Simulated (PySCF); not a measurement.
These 3 structures share the formula C8H8. Theory: PBE0-D3(BJ)/def2-SVP geometry optimisation, gas phase (PySCF 2.14.0). One conformer each; no zero-point energy, no entropy. No frequencies were run at this level. Point groups hold within 0.08 Å.

Question: Order them by energy at this level, lowest first, and give relative energies in kcal/mol.
A. `C=CC#CC=C1CC1`
B. `[CH:1]1=[CH:2]\[CH:3]=[CH:4]/[CH:5]=[CH:6]\[CH:7]=[CH:8]/1` with C1–C2–C3–C4 55°, C3–C4–C5–C6 -55°, C5–C6–C7–C8 55°, C2–C1–C8–C7 -55°
C. `[CH:1]#[C:2][CH:3]=[C:4]=[CH:5][CH2:6][CH:7]=[CH2:8]` with C4–C5–C6–C7 116°, C5–C6–C7–C8 116°

Answer: B (0.0), A (46.0), C (56.2).

As drawn, the highest has a C≡C bond and cumulated double bonds, which the lowest lacks.

```csv
SMILES,E (Eh),E rel (kcal/mol),dipole (D),point group,"A, B, C (MHz)"
C1=C\C=C/C=C\C=C/1,-309.00204,0.0,0.00,D2d,"2702, 2698, 1525"
C=CC#CC=C1CC1,-308.92877,46.0,0.87,near Cs,"6589, 793.8, 715.4"
C#CC=C=CCC=C,-308.91243,56.2,0.88,C1,"10815, 660.4, 645.4"
```
